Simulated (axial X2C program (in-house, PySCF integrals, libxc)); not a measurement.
## Which molecule has these constants?

Calculated with an axial X2C code built on PySCF integrals, spin-free (one-electron X2C) or two-component (2c: spin–orbit coupling with atomic mean-field Coulomb and Gaunt terms, which also bring small scalar terms), in Dyall basis sets with cores contracted in-house; open shells are unrestricted.

A two-component CCSD(T) calculation in a Dyall 3-zeta basis gave Re = 3.154 Å, ωe = 109.1 cm⁻¹, De = 0.39 eV, Ω = 1/2.

Task: Which molecule is it?
A. NaAg⁺
B. LiAg⁺
C. AgH⁺

Result: A. The others have LiAg⁺ 2.790 Å and 222.4 cm⁻¹ (Ω = 1/2); AgH⁺ 1.708 Å and 984.9 cm⁻¹ (Ω = 1/2).

Frozen shells (counts by l): NaAg⁺ Ag 4s3p1d, Na 2s1p, 11 electrons correlated; LiAg⁺ Ag 4s3p1d, Li 1s, 11 electrons correlated; AgH⁺ Ag 4s3p1d, H none, 11 electrons correlated. Coupled cluster in natural virtuals with an MP2 remainder. Where the outer core of a metal is frozen, bonds come out longer and ionisation energies lower.

Each entry is the lowest single determinant of a limited PBE0 search at one distance. De goes to single-determinant-based atoms at the same level (for ions the charge split of lowest energy) and is withheld (n/a) where an atom does not fit its ground term or J level. Main or longest-lived isotopes.
